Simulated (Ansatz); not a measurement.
Basis-set extrapolation for C₂H₇NSi₂, SMILES `[SiH3]/N=C1\C[SiH2]1` (PBE0-D4/def2-TZVP geometry, frozen core, Ansatz 0.2.0). Multiplicity 1, RHF reference.

```tsv
	def2-TZVPP	def2-QZVPP
HF	-712.123356	-712.147453
MP2 correlation	-0.768310	-0.820353
CCSD(T) correlation	-0.856179	not run
```

Energies in hartree. Use E(X) = E(∞) + A·exp(−7.88·√X) for Hartree–Fock and E(X) = E(∞) + B·X^(−2.97) for correlation, with X = 3 and 4, and add CCSD(T) minus MP2 of the smaller set to the MP2 limit.

Task: What is the CCSD(T) energy at the basis-set limit?

Result: HF limit: -712.147453 + (-0.024097) × 0.13774 = -712.15077. MP2 limit: -0.820353 + (-0.052043) × 0.74074 = -0.85890. Higher-order term: -0.856179 − (-0.768310) = -0.08787. Total: -713.09754 hartree, 74.0 kcal/mol below CCSD(T)/def2-TZVPP.
